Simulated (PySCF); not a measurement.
**Shifts of the heteroatoms**

Geometry:
| atom | x (Å) | y (Å) | z (Å) |
| --- | --- | --- | --- |
| C1 | -1.772 | 1.786 | -0.421 |
| Si2 | -1.111 | 0.055 | -0.003 |
| C3 | -1.693 | -0.538 | 1.713 |
| C4 | -1.584 | -1.226 | -1.336 |
| C5 | 0.795 | 0.187 | 0.048 |
| C6 | 1.661 | -0.844 | -0.334 |
| C7 | 3.009 | -0.587 | -0.239 |
| F8 | 3.919 | -1.516 | -0.586 |
| C9 | 3.421 | 0.661 | 0.224 |
| N10 | 2.541 | 1.578 | 0.572 |
| N11 | 1.268 | 1.346 | 0.486 |
| H12 | -1.366 | 2.519 | 0.268 |
| H13 | -1.486 | 2.089 | -1.424 |
| H14 | -2.855 | 1.825 | -0.359 |
| H15 | -1.319 | -1.531 | 1.945 |
| H16 | -1.350 | 0.135 | 2.492 |
| H17 | -2.777 | -0.575 | 1.763 |
| H18 | -1.110 | -1.009 | -2.289 |
| H19 | -1.300 | -2.234 | -1.048 |
| H20 | -2.657 | -1.230 | -1.500 |
| H21 | 1.291 | -1.793 | -0.687 |
| H22 | 4.464 | 0.922 | 0.315 |

- GFN2-xTB geometry
- shielding tensors at PBE0/pcSseg-1 (GIAO)
- code: PySCF 2.14.0 with density-fitted response routines
- fast rotation and ring inversion assumed for equivalent nuclei, non-relativistic, single conformer, in vacuum

Question: What are the 19F shifts?

Answer: 
```json
{"atoms": "F8", "environment": "aryl fluorine", "σ (ppm)": "298.3", "δ (ppm)": "-123.2"}
```

Shieldings were converted by a linear fit to measured shifts: 19F: δ = 146.13 − 0.903σ +14.6 on sp3 carbon (rms 6.0 ppm, 223 shifts, 7.0 ppm with the 5 outliers that the fit left out vs CFCl3, solution or neat liquid). A few per cent of atoms miss by over 2 rms, more outside the fitted compound classes.

On a 600 MHz spectrometer 19F resonates near 564.6 MHz, so 1 ppm is 564.6 Hz.

Question: Where does 29Si resonate?

Answer: 
| atoms | environment | σ (ppm) | δ (ppm) |
| --- | --- | --- | --- |
| Si2 | silicon bonded to 4 C | 352.1 | -9.4 |

Shieldings were converted by a linear fit to measured shifts: 29Si: δ = 279.94 − 0.822σ (rms 8.9 ppm, 72 shifts, 25.8 ppm with the 6 outliers that the fit left out vs TMS, solution or neat liquid). A few per cent of atoms miss by over 2 rms, more outside the fitted compound classes.

On a 300 MHz spectrometer 29Si resonates near 59.6 MHz, so 1 ppm is 59.6 Hz.

Question: What are the 15N shifts?

Answer: 
| atoms | environment | σ (ppm) | δ (ppm) |
| --- | --- | --- | --- |
| N10 | pyridine-type ring nitrogen | -210.6 | 45.9 |
| N11 | pyridine-type ring nitrogen | -205.6 | 41.4 |

Shieldings were converted by a linear fit to measured shifts: 15N (scatter 6.3 ppm rms vs CH3NO2, solution or neat liquid). Occasional misses reach two or three times the rms, and more in compound classes unlike the fitted ones.

On a 600 MHz spectrometer 15N resonates near 60.8 MHz, so 1 ppm is 60.8 Hz.
